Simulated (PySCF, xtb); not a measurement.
CH3F3OSi, SMILES O[SiH2]C(F)(F)F.

GFN2-xTB (xtb) at its own geometry gives an orbital gap of 5.92 eV and a dipole moment of 3.53 D.

Geometry optimised at PBE0-D3(BJ)/def2-SVP. Other conformers were not sampled.

### Question
What does PySCF with CAM-B3LYP/def2-TZVP give? (The exact figures need the calculation; the answer reports its results.)

### Answer
gap 11.21 eV (levels -10.60 and 0.62 eV), dipole 2.07 D.
